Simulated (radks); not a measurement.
The numbers below are computed, except where a source is named.
Problem. Nb I, configuration [Kr] 4d4 5s1. Code: a radial shooting solver on a logarithmic mesh with Libxc functionals. Model: scalar-relativistic Kohn-Sham, PBE, spin-polarised, spherical densities, finite nucleus; open shells are filled with parallel spins first (spin-orbit coupling, left out, can overturn this in heavy ions); Fermi nuclear charge, rms radius 4.324 fm. Some entries of the table are withheld. Estimate them.

| orbital | occ. | eigenvalue (hartree) | <r^2> (bohr^2) | r(max) (bohr) |
|---|---|---|---|---|
| 1s up | 1 | -691.1578 | 0.001757 | 0.02349 |
| 1s down | 1 | -691.1578 | 0.001757 | 0.02349 |
| 2s up | 1 | -96.66139 | 0.02945 | 0.1332 |
| 2s down | 1 | -96.64976 | 0.02944 | 0.1332 |
| 2p up | 3 | -86.30732 | 0.02318 | 0.1064 |
| 2p down | 3 | -86.29871 | 0.02318 | 0.1064 |
| 3s up | 1 | -16.11044 | 0.2251 | 0.3956 |
| 3s down | 1 | -16.10393 | 0.2251 | 0.3956 |
| 3p up | 3 | -12.72619 | 0.2315 | 0.3893 |
| 3p down | 3 | -12.71895 | 0.2314 | 0.3894 |
| 3d up | 5 | -7.19545 | 0.2263 | 0.3345 |
| 3d down | 5 | -7.18438 | 0.2260 | 0.3347 |
| 4s up | 1 | -2.15657 | 1.536 | 1.034 |
| 4s down | 1 | -2.08533 | 1.512 | 1.029 |
| 4p up | 3 | -1.28448 | 1.972 | 1.128 |
| 4p down | 3 | -1.20225 | 1.933 | 1.119 |
| 5s up | 1 | (1) | 14.96 | 3.016 |
| 4d up | 4 | -0.13646 | (2) | 1.510 |
| 5p up | 0 | -0.04999 | 31.80 | (3) |

Solution. 
(1) 5s up eigenvalue (hartree): -0.16455
(2) 4d up <r^2> (bohr^2): 5.970
(3) 5p up r(max) (bohr): 4.033
